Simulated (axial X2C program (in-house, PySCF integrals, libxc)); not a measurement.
# Worked dissociation energy of SnB⁺: PBE0, without spin–orbit coupling

Computed with an axial X2C code built on PySCF integrals. Spin-free means the one-electron spin-free X2C Hamiltonian. Basis: Sn dyall-cv3z [11s12p9d4f1g], B dyall-v3z [7s6p2d1f] (cores contracted in-house); Gaussian nuclei, density fitting, unrestricted open shells. Masses: Sn 119.902 u, B 11.009 u.

Molecular state: M_S = 1, Λ = 1 (beyond evenly filled blocks: σα, π+α).

* E(Sn+) (2M_S = 1, M_L = 0): -6175.945781 hartree
* E(B) (2M_S = 1, M_L = 0): -24.626641 hartree
* E(SnB⁺) at Re: -6200.647909 hartree
* ωe: 409.5 cm⁻¹
* ωexe: 4.04 cm⁻¹

(1) Work out De and D0.

Occupations by symmetry block were frozen at the best pattern of an incomplete PBE0 search. Dissociation energies refer to the lowest single-determinant-based atoms at the same level and basis. Other states lie close and PBE0, whose exact exchange favours high spin, may order them wrongly; the determinant shown need not be the ground state. The nearest other spin-free determinant of the search, M_S = 0, Λ = 1, lies 0.19 eV up at the distance of the search. The functionals have no current-density term, which raises determinants with orbital currents, atoms included. Spin-free De lacks the spin–orbit lowering of the heavy p-block atom, a tenth of an eV or more for 4p and 5p, up to an eV for 6p and one to two eV for 7p atoms, less what an open-shell molecule gains itself.

Each atomic determinant is the lowest at this level and need not be a pure term. Totals compare only within one Hamiltonian and basis.

Answers

(1) De = -6175.945781 + (-24.626641) − (-6200.647909) = 0.07549 hartree = 2.054 eV. The zero-point energy is ωe/2 − ωexe/4 = 204 cm⁻¹ = 0.025 eV, so D0 = 2.029 eV.
